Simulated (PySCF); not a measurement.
## How methods differ on the excitation energy of Pd

Pd [Kr] 4d10 (1S) → Pd [Kr] 4d9 5s1 (3D), as a difference of total energies. Calculation: PySCF 2.14, in ANO-RCC-VTZP (7s6p4d2f1g, 68 functions); the spin-free X2C one-electron Hamiltonian (Gaussian nucleus). Correlated levels: valence: [Kr] frozen; valence and next inner shell: [Ar] 3d10 frozen. The calculations carry no spin-orbit coupling.

```json
{"method": "UHF", "excitation energy (eV)": "-0.057"}
{"method": "LDA", "excitation energy (eV)": "1.174"}
{"method": "PBE", "excitation energy (eV)": "1.007"}
{"method": "PBE0", "excitation energy (eV)": "0.891"}
{"method": "r2SCAN", "excitation energy (eV)": "0.770"}
{"method": "r2SCANh", "excitation energy (eV)": "0.743"}
{"method": "HSE06", "excitation energy (eV)": "0.855"}
{"method": "LC-wPBE", "excitation energy (eV)": "1.067"}
{"method": "MP2 (valence)", "excitation energy (eV)": "1.320"}
{"method": "SCS-MP2 (valence)", "excitation energy (eV)": "1.257"}
{"method": "MP2 (valence and next inner shell)", "excitation energy (eV)": "1.391"}
{"method": "SCS-MP2 (valence and next inner shell)", "excitation energy (eV)": "1.264"}
```

Problem. How much does correlation contribute at MP2 (valence and next inner shell)?

Solution. 1.391 − (-0.057) = 1.448 eV, measured against UHF.

A first-order spin-orbit estimate (lowest level to lowest level, LS coupling) adds -0.183 eV.

The basis was made for the ground configuration and has no added diffuse functions, so the excitation energy can come out too high.
